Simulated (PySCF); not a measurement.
CH6GeO2 (SMILES [CH3][GeH]([OH])[OH]), singlet, geometry from GFN2-xTB. Base run: HF/6-31G in PySCF.

Here is a job for PySCF.
```python
from pyscf import gto, scf, solvent

mol = gto.Mole()
mol.atom = '''
    Ge   -0.058211   -0.064448    0.264116
    C     1.836622   -0.349641   -0.209762
    O    -1.164557   -0.873434   -0.841280
    O    -0.452186    1.606728    0.016823
    H    -0.450056   -0.450070    1.679612
    H     1.967538   -0.200654   -1.278375
    H     2.457877    0.367948    0.314513
    H     2.172773   -1.349419    0.048922
    H    -1.092075   -1.820241   -0.921203
    H    -1.279078    1.746265   -0.440957
'''
mol.basis = '6-31g'
mol.charge = 0
mol.spin = 0
mol.verbose = 4
mol.build()

mf = scf.RHF(mol)
mf.kernel()
mf.analyze()
```

Each row names what was changed in the base input (with any setting that the change needs).

```csv
change,ΔE vs base (kcal/mol),dipole (D),HOMO-LUMO gap (eV)
base,0.000,3.11,15.36
model = IEF-PCM; solvent = n-hexane; vdw_scale = 1.0,-8.27,3.37,15.47
model = IEF-PCM; solvent = tetrahydrofuran,-9.75,3.58,15.56
model = IEF-PCM; solvent = n-hexane; lebedev_order = 41,-4.30,3.31,15.45
model = IEF-PCM; solvent = dichloromethane,-10.14,3.60,15.57
model = ddCOSMO; solvent = n-hexane,-4.28,3.35,15.50
model = IEF-PCM; solvent = n-hexane; vdw_scale = 1.4,-2.35,3.26,15.43
model = C-PCM; solvent = n-hexane,-5.51,3.36,15.49
model = IEF-PCM; solvent = n-hexane; lebedev_order = 11,(withheld),(withheld),15.45
model = IEF-PCM; solvent = n-hexane; vdw_scale = 1.1,-5.91,3.34,15.46
model = IEF-PCM; solvent = n-hexane; r_probe = 0.5,(withheld),(withheld),(withheld)
model = IEF-PCM; solvent = methanol,(withheld),(withheld),(withheld)
```

Task: What belongs in the gaps?

Result: 
- model = IEF-PCM; solvent = n-hexane; lebedev_order = 11, ΔE vs base (kcal/mol): -4.08
- model = IEF-PCM; solvent = n-hexane; lebedev_order = 11, dipole (D): 3.30
- model = IEF-PCM; solvent = n-hexane; r_probe = 0.5, ΔE vs base (kcal/mol): -1.64
- model = IEF-PCM; solvent = n-hexane; r_probe = 0.5, dipole (D): 3.24
- model = IEF-PCM; solvent = n-hexane; r_probe = 0.5, HOMO-LUMO gap (eV): 15.42
- model = IEF-PCM; solvent = methanol, ΔE vs base (kcal/mol): -11.66
- model = IEF-PCM; solvent = methanol, dipole (D): 3.68
- model = IEF-PCM; solvent = methanol, HOMO-LUMO gap (eV): 15.59

The base is the gas phase, so ΔE is the electrostatic part of solvation at a fixed geometry, without cavity and dispersion terms.
